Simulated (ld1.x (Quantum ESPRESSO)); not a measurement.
Which change was made? (N, ultrasoft)

N (Z = 7), ultrasoft, made with ld1.x (Quantum ESPRESSO) 7.5 (PBE, scalar-relativistic). Core [He], reference 2s2 2p3. Waves: 2s (bound): rcut 0.60, rcutus 0.70 bohr; 2s channel at -0.65 Ry: rcut 0.60, rcutus 0.70 bohr; 2p (bound): rcut 1.55, rcutus 1.85 bohr; 2p channel at 0.65 Ry: rcut 1.55, rcutus 1.85 bohr. Local part: all-electron potential smoothed inside 1.30 bohr (lloc = -1). Core correction: none. Augmentation charge: PSQ, radius 0.60 bohr.

Cutoffs, loose and tight: the cutoffs (Ry, on a coarse ladder) from which the occupation-weighted sum of valence levels, in a spherical-Bessel basis at the reference potential, stays within 10 and 1 mRy of its value at 400 Ry. They do not see the model core or the augmentation charge, which bear on the density cutoff. Test errors are all-electron minus pseudo excitation energies from the reference, over the configurations 2s2 2p2; 2s2 2p1; 2s2 2p0; 2s0 2p5; 2s1 2p0; 2s1 2p4; 2s2 2p3.3; variants that change the core or the reference have their own tests.

The base gives: outcome: generated; cutoff, loose: 70 Ry; cutoff, tight: 90 Ry; bound ghosts: none; largest test error (meV): +593.

Question: After one change the result is: outcome: generated; cutoff, loose: 70 Ry; cutoff, tight: 90 Ry; bound ghosts: none; largest test error (meV): +463. Which change was it?
A. core correction a·sin(br)/r model core inside 0.80 bohr
B. core correction a·sin(br)/r model core inside 0.64 bohr
C. core correction a·sin(br)/r model core inside 0.40 bohr

Answer: A. The others give: core correction a·sin(br)/r model core inside 0.64 bohr → outcome: generated; cutoff, loose: 70 Ry; cutoff, tight: 90 Ry; bound ghosts: none; largest test error (meV): +252 | core correction a·sin(br)/r model core inside 0.40 bohr → outcome: generated; cutoff, loose: 70 Ry; cutoff, tight: 90 Ry; bound ghosts: none; largest test error (meV): +79.
